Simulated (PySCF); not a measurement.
HI2Si, SMILES I[SiH]I, multiplicity 2.

Coordinates come from a PBE0-D3(BJ)/def2-SVP optimisation. The isomer is the one that the SMILES or the coordinates give; other isomers of the formula were not compared. The def2 effective core potentials stand for the cores of I; spin–orbit coupling is left out.

These are PySCF with TDA-PBE0/def2-SVPD values and carry that method's errors.

Vertical excitations. The molecule is in vacuum.

```csv
state,energy (eV),λ (nm),f,main pairs
root 1,2.94,422,0.000,β HOMO→LUMO 98 %
root 2,3.20,388,0.026,β HOMO−1→LUMO 94 %
root 3,3.20,387,0.001,β HOMO−2→LUMO 98 %
root 4,3.44,360,0.003,"α HOMO→LUMO 86 %, β HOMO−3→LUMO 12 %"
root 5,3.81,325,0.025,"α HOMO→LUMO 11 %, β HOMO−3→LUMO 84 %"
root 6,4.27,291,0.054,α HOMO→LUMO+1 92 %
root 7,4.67,266,0.004,"α HOMO−1→LUMO 62 %, β HOMO→LUMO+1 32 %"
root 8,4.93,252,0.004,"α HOMO−2→LUMO 16 %, β HOMO−4→LUMO 56 %, β HOMO−1→LUMO+1 14 %, β HOMO→LUMO+1 10 %"
root 9,4.99,248,0.002,"α HOMO−3→LUMO 58 %, β HOMO−2→LUMO+1 31 %"
root 10,5.00,248,0.001,"α HOMO−2→LUMO 44 %, β HOMO−4→LUMO 27 %, β HOMO−1→LUMO+1 21 %"
```
Unrestricted roots are not spin-pure.
